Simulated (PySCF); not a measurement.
Species: BBrGeH₄O.
Geometry (PBE0-D3(BJ)/def2-SVP, Å), atoms numbered from 1 in this order:
```xyz
8
BBrGeH4O angstrom
Ge    -0.6765    0.2871   -0.0527
O      0.8735    0.2800    0.9010
B      2.0291   -0.2958    0.5991
Br     2.2519   -1.2898   -1.0622
H     -1.1340   -1.1674   -0.2067
H     -0.3976    0.9748   -1.3934
H     -1.6150    1.1047    0.8403
H      2.9850   -0.2341    1.3300
```

Linear response at CAM-B3LYP/def2-SVPD (PySCF, frozen core in the response, non-relativistic). The CAM-B3LYP/def2-SVPD calculation is non-relativistic and has no spin–orbit coupling, an omission that weighs most on bromine and germanium.

Static isotropic polarisability: 68.40 au (10.14 Å³), principal values 57.2, 67.1, 80.9 au.

(1) What is the polarisability at 1064 nm and at the sodium D line?

(2) What is the isotropic C6 coefficient between two such molecules, C6 = (3/π)∫α(iω)² dω?

(3) Which effective excitation energy ω̄ makes London's formula C6 = (3/4)α²ω̄ exact here?

(4) How anisotropic is the static polarisability, by Δα² = ½[(α1 − α2)² + (α2 − α3)² + (α3 − α1)²]?

(5) The lowest 10 singlets have (eV, f): 6.39, 0.001; 6.74, 0.000; 7.12, 0.042; 7.55, 0.096; 7.57, 0.034; 7.72, 0.009; 7.73, 0.024; 7.87, 0.052; 8.16, 0.004; 8.22, 0.041. What share of the static polarisability do they carry in the sum over states α = Σ f/ω²?

(6) What molar refraction at the D line follows from R = (4π/3)·N_A·α′, with α′ the polarisability volume?

Results:

(1) 69.06 au at 1064 nm (+1.0 %), 70.61 au at 589.3 nm (+3.2 %). The rise at 589.3 nm is 3.36 times that at 1064 nm; a pure ω² law gives 3.26. The lowest singlet lies at 194 nm, shorter than both wavelengths.

(2) 1709 au (Eh·bohr⁶) by a ten-point quadrature over imaginary frequencies, which is 1020 eV·Å⁶ or 98.5 J·nm⁶/mol.

(3) ω̄ = 4·C6/(3α²) = 0.487 Eh = 13.3 eV. A one-pole form α(ω) = α/(1 − ω²/ω̄²) fitted to the 1064 nm value gives 11.9 eV. London's choice of the ionisation energy (10.72 eV, ΔSCF at the same level) gives C6 = 1380 au, 19 % too low.

(4) Δα = 20.7 au, or 0.30 of the isotropic value.

(5) 3.83 au, 5.6 % of α; the largest term, 1.24 au, is that of the state at 7.55 eV. Their oscillator strengths add up to 0.30. Higher states carry the rest.

(6) α′ = 10.46 Å³ gives R = 26.40 cm³/mol, for isolated, non-vibrating species.

The run took 3.0 min on one thread, Arm Neoverse N1 (aarch64), no GPU, on a shared host, and the process peaked at 0.76 GiB of memory. This is the whole response run at CAM-B3LYP/def2-SVPD, SCF included.

One conformer stands for the species.
